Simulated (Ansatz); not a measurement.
Reaction (cleavage of the Si–Ge bond): `NC[SiH2][GeH3]` + CH₃OH → `CO[SiH2]CN` + GeH₄

Calculated with Ansatz (gas phase, PBE0-D4/def2-TZVP geometries, no zero-point term in ΔE). CBS: MP2 limit from def2 TZ/QZ plus the TZ coupled-cluster correction, frozen cores. This one scheme is used for every species. Functionals use def2-TZVPP. For Ge outer-core shells are correlated without core-valence functions, which leaves a few kJ/mol of doubt a bond. Scalar relativity is left out up to krypton. Each species was taken in one conformer, which may not be the lowest.

```csv
species,ωB97M-V energy (Eh)
`NC[SiH2][GeH3]`,-2464.60043
CH₃OH,-115.71773
`CO[SiH2]CN`,-501.09819
GeH₄,-2079.25152
```

(1) Work out ΔE.

Largest T1 diagnostic among the species: 0.012.

## Answers

(1) ΔE = (-501.09819) + (-2079.25152) − (-2464.60043) − (-115.71773) = -0.03155 Eh = -82.8 kJ/mol. CCSD(T)/CBS gives -76.8 kJ/mol.

In def2-TZVPP, CCSD(T) changes the Hartree–Fock value by +20.6 kJ/mol (the triples alone add +2.1 kJ/mol) and MP2 by +16.8 kJ/mol. From PBE to PBE0 (25 % exact exchange), in def2-TZVPP and without D4, ΔE moves by −4.9 kJ/mol.
